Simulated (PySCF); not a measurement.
Calculation: PBE-D3(BJ)/def2-TZVP // PBE0-D3(BJ)/def2-TZVP (PySCF 2.14.0). All species are isolated molecules in the gas phase. One relaxed conformer stands for a flexible species; it need not be the lowest. Delta-SCF ions had no search for a lower state. Excitations are Tamm–Dancoff values on a coarser integration grid. The basis has no diffuse functions, so Rydberg states are missing or too high.

Reference species (SMILES): `B=C=BN` (neutral, multiplicity 1).

```yaml
LUMO: -2.03 eV
S1 oscillator strength: 0.000
S1 excitation (TDA): 3.42 eV
vertical ionisation energy (Delta-SCF): 8.60 eV
```

After one change: the LUMO drops by 0.80 eV; the S1 oscillator strength hardly moves; the S1 excitation (TDA) drops by 1.17 eV; the vertical ionisation energy (Delta-SCF) falls by 0.45 eV.

Name the change that produced these shifts. The new species is one of these.
(A) `[H]/B=C/N=B`
(B) `B=NB=C`
(C) `BB=C=N`
(D) `B=BN=C`

A, `[H]/B=C/N=B`
